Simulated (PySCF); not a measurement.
**O: excitation energy**

O [He] 2s2 2p4 (3P) → O [He] 2s1 2p5 (3P), as a difference of total energies. Computed with PySCF 2.14 in def2-TZVPPD, with no relativity, point nucleus. Correlated levels: valence: 1s2 frozen. The calculations carry no spin-orbit coupling.

| method | excitation energy (eV) |
| --- | --- |
| UHF | 16.852 |
| MP2 (valence) | 15.991 |
| SCS-MP2 (valence) | 15.925 |
| CCSD (valence) | 15.553 |
| CCSD(T) (valence) | 15.222 |

Task: How much does correlation contribute at CCSD(T) (valence)?

Result: 15.222 − (16.852) = -1.630 eV, measured against UHF.

The upper state lies above the first ionisation limit, where it may autoionise and the basis confines it.

The coupled-cluster amplitudes are large for the upper state (T1 above 0.03 or a double amplitude above 0.15), so a single reference is strained.
